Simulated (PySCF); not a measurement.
**Excitation energy of Pb by level of theory**

Pb [Xe] 4f14 5d10 6s2 6p2 (3P) → Pb [Xe] 4f14 5d10 6s2 6p1 7s1 (3P), as a difference of total energies. Calculation: PySCF 2.14, in x2c-TZVPPall with one added diffuse shell each of s, p, d, f type (12s8p7d4f, 99 functions); scalar relativity by spin-free X2C-1e. Correlated levels: valence: [Xe] 4f14 5d10 frozen. The calculations carry no spin-orbit coupling.

| method | excitation energy (eV) |
| --- | --- |
| UHF | 4.000 |
| MP2 (valence) | 4.039 |
| SCS-MP2 (valence) | 4.035 |
| CCSD (valence) | 4.040 |
| CCSD(T) (valence) | 4.041 |

**Question.** How much does correlation contribute at CCSD(T) (valence)?

**Answer.** 4.041 − (4.000) = 0.041 eV, measured against UHF.

Spin-orbit coupling is strong in these open shells (close to jj coupling). The scalar numbers leave it out and a first-order estimate fails, so it can dominate the gap to the real levels.

The promoted electron is Rydberg-like, and one or two diffuse shells describe it only roughly, which tends to raise the upper state.
